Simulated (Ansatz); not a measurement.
System: PH5 (charge 0, singlet). 
Structure (B3LYP-D3(BJ)/def2-TZVP (Ansatz, a quantum-chemistry and plane-wave program) minimum search):
```xyz
6

P      0.0000     0.0000     0.0000
H      0.0076    -0.0062     1.4787
H     -0.0076     0.0062    -1.4787
H      1.4251     0.0061    -0.0073
H     -0.7179     1.2311     0.0089
H     -0.7073    -1.2373    -0.0016
```

Parts of the frozen-core correlation energy in STO-3G (Ansatz, hartree). Frozen orbitals: 5; correlated occupied orbitals by spin: 5 and 5; virtual: 4 and 4. No spin-orbit coupling. No relativistic terms.

```csv
term,value
reference (HF),-339.59730
MP2 opposite-spin,-0.05915
MP2 same-spin,-0.00170
CCSD correlation,-0.09029
(T),-0.00109
FCI minus CCSD(T),-0.00047
T1 diagnostic,0.006
largest doubles amplitude,0.092
```
